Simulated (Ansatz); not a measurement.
Total energies of `CC(C)[O][Sn][F]`.

```xyz
13

C    -0.8438    1.2165   -0.1245
C    -0.0508   -0.0655    0.0394
C     1.2137    0.1480    0.8483
O     0.3076   -0.5468   -1.2468
Sn   -0.1761   -2.2411   -2.0990
F    -1.2451   -2.9319   -0.6182
H    -0.2465    1.9650   -0.6513
H    -1.7537    1.0353   -0.7008
H    -1.1306    1.6219    0.8491
H    -0.6778   -0.8076    0.5501
H     1.7613   -0.7901    0.9615
H     0.9764    0.5281    1.8452
H     1.8655    0.8681    0.3470
```

Total charge 0; spin multiplicity 1. Correlated methods include outer-core shells of Sn, which these sets cover unevenly. Sn: def2 effective core potential. Geometry: relaxed with PBE0-D4/def2-TZVP. It is one conformer, not always the lowest. Basis def2-TZVPP, Ansatz.

RPA on PBE orbitals: Hartree–Fock energy of these orbitals -505.44268 Eh, correlation -2.03932 Eh (frozen core).

```json
{"functional": "LDA (SPW92)", "kind": "LDA", "energy without D4 (Eh)": "-505.47991", "D4 term (kJ/mol)": "–"}
{"functional": "PBE", "kind": "GGA", "energy without D4 (Eh)": "-507.76330", "D4 term (kJ/mol)": "-28.9"}
{"functional": "revPBE", "kind": "GGA", "energy without D4 (Eh)": "-508.05244", "D4 term (kJ/mol)": "-88.7"}
{"functional": "BLYP", "kind": "GGA", "energy without D4 (Eh)": "-507.97284", "D4 term (kJ/mol)": "-63.0"}
{"functional": "r2SCAN", "kind": "meta-GGA", "energy without D4 (Eh)": "-508.03278", "D4 term (kJ/mol)": "-7.5"}
{"functional": "B97M-V", "kind": "meta-GGA with VV10", "energy without D4 (Eh)": "-508.04854", "D4 term (kJ/mol)": "–"}
{"functional": "PBE0", "kind": "global hybrid, 25 % exact exchange", "energy without D4 (Eh)": "-507.78332", "D4 term (kJ/mol)": "-24.7"}
{"functional": "B3LYP", "kind": "global hybrid, 20 %", "energy without D4 (Eh)": "-508.18556", "D4 term (kJ/mol)": "-46.3"}
{"functional": "r2SCANh", "kind": "meta-GGA hybrid, 10 %", "energy without D4 (Eh)": "-508.00437", "D4 term (kJ/mol)": "-7.9"}
{"functional": "r2SCAN0", "kind": "meta-GGA hybrid, 25 %", "energy without D4 (Eh)": "-507.96368", "D4 term (kJ/mol)": "-8.8"}
{"functional": "HSE06 (plane-wave form)", "kind": "screened hybrid", "energy without D4 (Eh)": "-507.76700", "D4 term (kJ/mol)": "-23.1"}
{"functional": "BHLYP", "kind": "global hybrid, 50 %", "energy without D4 (Eh)": "-507.88060", "D4 term (kJ/mol)": "-35.1"}
{"functional": "CAM-B3LYP", "kind": "range-separated hybrid", "energy without D4 (Eh)": "-507.97491", "D4 term (kJ/mol)": "-25.2"}
{"functional": "LC-ωPBE", "kind": "long-range corrected hybrid", "energy without D4 (Eh)": "-507.95863", "D4 term (kJ/mol)": "–"}
{"functional": "ωB97X-V", "kind": "range-separated hybrid GGA with VV10", "energy without D4 (Eh)": "-507.99077", "D4 term (kJ/mol)": "–"}
{"functional": "ωB97M-V", "kind": "range-separated hybrid meta-GGA with VV10", "energy without D4 (Eh)": "-507.94344", "D4 term (kJ/mol)": "–"}
{"functional": "B2PLYP", "kind": "double hybrid", "energy without D4 (Eh)": "-507.68453", "D4 term (kJ/mol)": "–"}
{"functional": "PBE-QIDH", "kind": "double hybrid", "energy without D4 (Eh)": "-507.54766", "D4 term (kJ/mol)": "–"}
```

B3LYP takes the VWN-RPA correlation (the form of Gaussian; ORCA's B3LYP/G). HSE06 is the plane-wave form, built on full-range PBE exchange. The double hybrids freeze the cores in their second-order part.

LC-ωPBE has ω = 0.4 bohr⁻¹.
